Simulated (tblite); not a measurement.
C5H13NSi3.
Atom-mapped SMILES: `[SiH3:1][CH2:2][C:3]1=[CH:4][Si@H:5]([NH:6][SiH3:7])[CH:8]=[CH:9]1` (hydrogens: H10, H11, H12 on Si1; H13, H14 on C2; H15 on C4; H16 on Si5; H17 on N6; H18, H19, H20 on Si7; H21 on C8; H22 on C9)

Geometry (GFN2-xTB, Å), atoms numbered from 1 in this order:
```xyz
22
C5H13NSi3 angstrom
Si    -3.425    0.772   -0.567
C     -2.669   -0.852    0.094
C     -1.185   -0.817    0.007
C     -0.345   -0.523    1.011
Si     1.430   -0.605    0.404
N      2.275    0.895    0.611
Si     3.956    1.215    0.361
C      0.785   -1.001   -1.329
C     -0.547   -1.071   -1.288
H     -4.885    0.654   -0.518
H     -2.999    0.998   -1.950
H     -2.981    1.886    0.272
H     -3.055   -1.690   -0.489
H     -2.981   -0.998    1.130
H     -0.702   -0.326    2.008
H      2.262   -1.672    0.962
H      1.680    1.708    0.623
H      4.699    0.227    1.140
H      4.342    1.115   -1.053
H      4.170    2.579    0.847
H      1.339   -1.174   -2.237
H     -1.175   -1.299   -2.139
```

Level: GFN2-xTB in tblite, geometry and Hessian alike; calculated harmonic values, unscaled, isolated species. Errors from tens to a few hundred cm⁻¹ against measured bands are possible. Modes of hydrogen on silicon can be 10 to 20 % off. One conformer, not necessarily the lowest.

Harmonic wavenumbers (cm⁻¹): 26.0, 38.0, 60.3, 73.5, 99.3, 108.9, 143.6, 190.4, 233.5, 325.6, 329.6, 333.0, 440.4, 502.5, 507.7, 521.5, 564.8, 567.5, 585.1, 615.6, 661.6, 713.3, 722.6, 758.8, 770.2, 772.0, 775.9, 783.4, 789.2, 790.7, 800.2, 802.5, 824.1, 840.1, 908.8, 918.4, 984.6, 1090.2, 1118.4, 1133.4, 1190.8, 1198.4, 1249.8, 1338.9, 1463.9, 1575.2, 1630.5, 2202.3, 2244.4, 2250.5, 2251.9, 2264.0, 2269.6, 2271.0, 2962.0, 2979.1, 3038.6, 3089.3, 3091.0, 3470.3.

A = 2292, B = 406.9, C = 387.6 MHz; mass 171.036 u (most abundant isotopes); point group C1, symmetry number 1.

Question: Zero-point energy?

Answer: Half the sum of the wavenumbers: 33628 cm⁻¹ = 96.15 kcal/mol.

Question: What is S at 200 K and 1 bar for an ideal gas of classical rigid rotors and harmonic oscillators?

Answer: Translation 39.36, rotation 29.97, vibration 31.33: S = 100.7 cal/(mol K).

Question: And Cp and H(200 K) − H(0)?

Answer: Cp = 37.72 cal/(mol K), of which vibrations give 29.77 (their classical limit is 60 R = 119.2); H(200 K) − H(0) = 4.72 kcal/mol without the zero-point energy, 3.13 from vibrations.

Question: How do the functions run with temperature in this model?

Answer: 
```csv
T (K),S (cal/(mol K)),Cp (cal/(mol K)),H − H(0) (kcal/mol),G − H(0) (kcal/mol),ln q(vib)
50,65.9,17.5,0.63,-2.67,1.50
100,80.1,23.9,1.67,-6.34,3.78
298.15,118.5,52.4,9.15,-26.18,11.70
373.15,131.3,61.9,13.45,-35.56,14.56
500,151.3,74.5,22.15,-53.51,19.29
750,184.9,90.7,42.97,-95.67,28.01
1000,212.5,101.0,67.02,-145.44,35.86
```

q(vib) and H(0) count from the zero-point level.

Question: Which modes carry the vibrational entropy at 200 K?

Answer: 26.0 cm⁻¹: 5.32; 38.0 cm⁻¹: 4.57; 60.3 cm⁻¹: 3.66; 73.5 cm⁻¹: 3.28; 99.3 cm⁻¹: 2.70; 108.9 cm⁻¹: 2.52 cal/(mol K); the other 54 give 9.28 together.

Question: Blend soft modes into free rotors: weight 1/[1 + (100 cm⁻¹/ν̃)⁴] for the oscillator and the rest for a rotor with moment μB/(μ + B), μ = h/(8π²ν), B = 10⁻⁴⁴ kg m². What vibrational entropy results?

Answer: 27.57 cal/(mol K) in place of 31.33, which changes −T·S at 200 K by +0.75 kcal/mol.

Hindered rotation and anharmonicity are outside this model. Other conformers, if any are populated, would add a mixing term that is left out. The structure is chiral; the term R ln 2 for an equal mix with its mirror image is left out.
